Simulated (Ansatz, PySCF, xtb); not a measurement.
Complex: NH3 (SMILES N) (first 4 atoms) with PH3 (SMILES P); geometry from B3LYP-D3(BJ)/def2-TZVP.
(charge 0, multiplicity 1):
| atom | x (Å) | y (Å) | z (Å) |
|---|---|---|---|
| N | -0.0643 | -0.1165 | 0.0765 |
| H | -0.9063 | -0.6806 | 0.0766 |
| H | -0.3421 | 0.8358 | -0.1314 |
| H | 0.5202 | -0.4387 | -0.6864 |
| P | -0.0889 | 0.4472 | 3.2502 |
| H | 1.1566 | 0.9473 | 2.8024 |
| H | 0.2700 | 0.5195 | 4.6256 |
| H | 0.2987 | -0.9077 | 3.1233 |

Interaction energies are E(AB) − E(A) − E(B) at the monomers' geometry in the complex; basis-set methods are counterpoise corrected. Rows marked so take none.

Cores are frozen in the correlated methods. Rows in 6-31G* carry no dispersion term and start afresh at each structure (6-31G* with six Cartesian d functions). MP2/6-31G* freezes PySCF's default core.

Run with Ansatz (Gaussian basis) for Hartree–Fock, density functionals and correlated methods; PySCF for 6-31G* rows, M06-2X, the dispersion terms; xtb for the GFN methods. Each number belongs to the level named beside it.

```
level                          interaction energy (kcal/mol)
-----------------------------  -----------------------------
GFN2-xTB                                               -2.50
HF/6-31G*                                              -0.50
BP86/6-31G* (no counterpoise)                          -2.01
B3LYP/def2-TZVPPD                                      -0.41
PBE0-D4/def2-TZVPPD                                    -1.88
M06-2X/def2-TZVPPD                                     -1.89
B2PLYP-D3(BJ)/def2-TZVPPD                              -1.56
MP2/6-31G*                                             -0.93
SCS-MP2/aug-cc-pV(D+d)Z                                    …
```

**Question.** Complete the blanks.

**Answer.** 
- SCS-MP2/aug-cc-pV(D+d)Z, interaction energy (kcal/mol): -1.00

Ansatz is an electronic-structure program.
